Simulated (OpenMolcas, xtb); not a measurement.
# How methods differ on CH5FOSn (SMILES FC[O][SnH3])

CH5FOSn has 9 atoms, charge 0, and is taken as a singlet. As SMILES, `FC[O][SnH3]`. The coordinates come from a PBE0-D4/def2-TZVP relaxation. This is one conformer, not always the lowest.

Each level gives the HOMO–LUMO gap (eV). The values are calculated.

| level | kind | program | value (eV) | CPU time |
| --- | --- | --- | --- | --- |
| GFN2-xTB | semi-empirical | xtb | 5.67 | under 2 s |
| HF/def2-SVP (core potential) | Hartree–Fock | OpenMolcas | 14.55 | 7.7 s |
| SVWN5/def2-SVP (core potential) | LDA | OpenMolcas | 5.07 | 19 s |
| BLYP/def2-SVP (core potential) | GGA | OpenMolcas | 5.23 | 27 s |
| M06-L/def2-SVP (core potential) | meta-GGA | OpenMolcas | 6.10 | 34 s |
| TPSS/def2-SVP (core potential) | meta-GGA | OpenMolcas | 5.57 | 34 s |
| r2SCAN/def2-SVP (core potential) | meta-GGA | OpenMolcas | 5.95 | 35 s |
| M06-2X/def2-SVP (core potential) | hybrid meta-GGA | OpenMolcas | 9.95 | 32 s |
| B2PLYP/def2-SVP (core potential) | double hybrid | OpenMolcas | 10.25 | 18 s |

The values span 5.07 to 14.55 eV. Orbital gaps aren't excitation energies, and those of double hybrids come from the SCF part alone; they tend to grow with the share of exact exchange. CPU times are rough (shared hosts, several kinds of processor and program).
